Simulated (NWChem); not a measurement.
# C3H5FSi; SMILES F[SiH2]CC#C

```xyz
10

C      0.6861    -2.5452     0.2336
C     -0.0410    -1.6379    -0.1068
C     -0.8831    -0.5184    -0.4831
Si    -0.3312     1.1094     0.2881
F      1.1042     1.5396    -0.3399
H      1.3276    -3.3552     0.5273
H     -1.9290    -0.6927    -0.1704
H     -0.9032    -0.3912    -1.5800
H     -1.3161     2.1733    -0.0585
H     -0.1757     0.9703     1.7604
```
Atoms are numbered in this order, from 1.

Results from NWChem. Pople sets run with spherical d functions. Coordinates come from a PBE0/def2-SVP optimisation. GIAO values for the isolated, static molecule; σ is the absolute isotropic shielding, δ = σ(reference) − σ with the isolated reference molecule computed at the same levels (13C: tetramethylsilane, 19F: trichlorofluoromethane, 1H: tetramethylsilane, 29Si: tetramethylsilane).

```json
[
 {"level": "B3LYP/6-311G**", "δ C2 (ppm)": "78.7", "δ C3 (ppm)": "8.2", "δ Si4 (ppm)": "4.0", "δ F5 (ppm)": "-231.1", "δ H6 (ppm)": "1.68", "δ H9 (ppm)": "5.19", "δ H10 (ppm)": "5.27"},
 {"level": "BHandHLYP/pcSseg-1", "δ C2 (ppm)": "___", "δ C3 (ppm)": "___", "δ Si4 (ppm)": "___", "δ F5 (ppm)": "___", "δ H6 (ppm)": "___", "δ H9 (ppm)": "___", "δ H10 (ppm)": "___"},
 {"level": "KT2/pcSseg-1", "δ C2 (ppm)": "72.3", "δ C3 (ppm)": "9.6", "δ Si4 (ppm)": "8.1", "δ F5 (ppm)": "-245.4", "δ H6 (ppm)": "1.94", "δ H9 (ppm)": "5.20", "δ H10 (ppm)": "5.28"}
]
```

Question: What belongs in the gaps?

Answer: 
- BHandHLYP/pcSseg-1, δ C2 (ppm): 80.7
- BHandHLYP/pcSseg-1, δ C3 (ppm): 5.8
- BHandHLYP/pcSseg-1, δ Si4 (ppm): -0.3
- BHandHLYP/pcSseg-1, δ F5 (ppm): -196.8
- BHandHLYP/pcSseg-1, δ H6 (ppm): 2.01
- BHandHLYP/pcSseg-1, δ H9 (ppm): 4.71
- BHandHLYP/pcSseg-1, δ H10 (ppm): 4.84
